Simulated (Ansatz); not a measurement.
Species: CH2NO, SMILES `[NH2+]=C=O` (charge 1, multiplicity 1), formula CH2NO.

### Question
How many basis functions does frozen-core CCSD(T)/cc-pVTZ // M06-2X/def2-TZVP run with Ansatz (an electronic-structure program) use, how many core orbitals are frozen, and how many electrons are correlated?

### Answer
118 basis functions and 3 frozen orbitals, which leaves 16 correlated electrons. Core time is of the order of seconds.
